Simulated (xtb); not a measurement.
C2H6Cl2Sn (SMILES [CH3][Sn]([CH3])([Cl])[Cl]), singlet, geometry from GFN2-xTB (such geometries of metal compounds can be far from the true shape). Base run: GFN2-xTB in xtb.

The xtb input:
```
$ xtb mol.xyz --gfn 2 --json

# file mol.xyz
11

C      1.80274258    -1.51892946     0.13022470
Sn    -0.01552912    -0.26777656    -0.05001192
C     -1.95844921    -1.15908069    -0.62853208
Cl     0.45401961     1.44019862    -1.56676734
Cl    -0.32257777     0.82263295     1.98839743
H      1.64728004    -2.25891613     0.90564891
H      2.63055354    -0.87076108     0.39427872
H      1.99607754    -2.00130122    -0.82002828
H     -2.68555220    -0.35840678    -0.70224067
H     -2.26178223    -1.86871977     0.13139445
H     -1.85039202    -1.65314243    -1.58632442
```

The base run was repeated with changes; each row names its change, and settings that it needs were set with it.

| change | ΔE vs base (mEh) | HOMO-LUMO gap (eV) | dipole (D) | G_solv (kcal/mol) | SCF cycles |
|---|---|---|---|---|---|
| base | 0.000 | 3.45 | 4.62 | - | 15 |
| alpb = thf | -14.895 | 3.53 | 5.42 | -10.72 | 16 |
| gbsa = chcl3 | -15.967 | 3.55 | 5.70 | -12.24 | 16 |
| alpb = benzene | -12.493 | 3.52 | 5.28 | -8.65 | 14 |
| etemp = 5000 | -2.035 | 3.46 | 4.52 | - | 16 |
| acc = 0.1 | 0.000 | 3.45 | 4.62 | - | 17 |

ALPB and GBSA are two models with their own fitted parameters for each solvent, which aren't always the measured dielectric constant.
